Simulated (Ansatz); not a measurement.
The cluster AlB₁₂⁻. Total charge -1; quintet. Geometry PBE-D4/def2-SVP; atoms count from 1.

```xyz
13

Al    2.036    1.770    0.037
B    -0.530   -0.846    0.078
B     0.178    2.679    0.339
B    -1.716   -2.053    0.564
B     0.625   -1.781   -1.014
B    -2.012   -0.674    1.205
B    -0.161    0.909    0.381
B     0.787   -0.032   -0.634
B    -0.598   -2.557   -0.384
B     1.822   -0.983   -1.717
B     2.244    0.502   -1.576
B    -0.982    2.218    1.251
B    -1.693    0.847    1.472
```

At PBE0-D4/def2-TZVPD a triplet of charge -1 lies 2.10 eV below the quintet, each at its own geometry. The structure comes from a short search, and lower isomers may exist.

(1) Estimate the Mulliken populations from the PBE0/def2-TZVPD orbitals of Ansatz.

(2) Where does the spin sit?

(3) And the Mayer bond orders between bonded heavy atoms (over 0.3)?

Answers

(1) 
```tsv
atom	charge (e)	spin (α − β)
Al1	-0.67	0.86
B2	0.80	-0.03
B3	-0.19	0.43
B4	0.16	0.22
B5	-0.08	0.18
B6	-0.01	0.26
B7	-0.04	0.10
B8	-0.48	-0.04
B9	0.04	0.27
B10	-0.43	0.66
B11	-0.11	0.45
B12	-0.41	0.39
B13	0.42	0.25
```
Mulliken values and Mayer orders depend strongly on the basis. With diffuse functions, as here, like atoms can get unlike values, and bond orders can come out too low or too high.

(2) Summed by element: Al 0.86, B 3.14, of 4 unpaired in all. Largest on single atoms: Al1 0.86, B10 0.66, B11 0.45.

(3) Al1–B3 0.79 (2.09 Å); Al1–B11 0.93 (2.06 Å); B2–B4 0.77 (1.76 Å); B2–B8 0.41 (1.70 Å); B2–B9 0.71 (1.77 Å); B3–B7 0.46 (1.80 Å); B3–B12 1.59 (1.55 Å); B4–B6 1.03 (1.55 Å); B4–B9 1.26 (1.55 Å); B5–B9 1.21 (1.58 Å); B5–B10 0.99 (1.60 Å); B6–B13 0.90 (1.58 Å); B7–B8 1.39 (1.68 Å); B7–B12 0.65 (1.77 Å); B8–B10 0.61 (1.77 Å); B8–B11 0.50 (1.82 Å); B10–B11 1.45 (1.55 Å); B12–B13 1.23 (1.56 Å). Values over 0.3 also appear between atoms too far apart for a bond (B6–B7 0.32 at 2.57 Å); they arise where an orbital or an unpaired electron spreads over both atoms.
